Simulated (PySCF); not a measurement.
Cost of one run: geometry optimisation, `[NH]=[Mo](=[NH])([NH2])[NH2]` (Mo(NH)2(NH2)2).

Method: PBE0-D3(BJ)/def2-SVP geometry optimisation, gas phase, def2 core potentials past Kr (PySCF 2.14.0). Work: geometry optimisation from a GFN2-xTB start shaken at random, density fitting. The input is one job of a driver script: a line of settings, then coordinates in Å.

Input:
```
{"job": {"xc": "PBE0", "basis": "def2-SVP", "d3": "d3bj", "grid": 1, "maxiter": 30, "shake": 0.03, "kind": "geom"}, "charge": 0, "multiplicity": 1}
Mo     0.278730    -0.077030     0.166480
N      0.064040     0.002810     1.881500
H      0.180540     0.014040     2.864460
N      1.903530    -0.016920    -0.569120
H      2.792790    -0.056430    -0.780640
N     -0.692480     1.596450    -0.512260
H     -0.412970     2.085370    -1.355760
H     -1.342610     2.138220    -0.021270
N     -0.719340    -1.558970    -0.418250
H     -1.443890    -2.093130     0.062750
H     -0.510280    -2.119910    -1.286990
```

Hardware: Arm Neoverse V2, one thread, on a shared host. PySCF's memory limit was set to 2320 MB.

Task: How large is the basis?

Result: 117 functions.

Task: What wall time should be expected on this hardware?

Result: About 51 s. The run took 8 energy-and-gradient evaluations and 69 SCF cycles, 6.4 s an evaluation on average.

Task: How much memory does it need at the peak?

Result: About 0.47 GiB. Peak memory is the resident size of the whole Python process, interpreter and libraries included.

Times come from a shared host and carry two figures at best.

The run converged: final energy -290.45975 Eh after 7 steps; dipole 0.08 D.
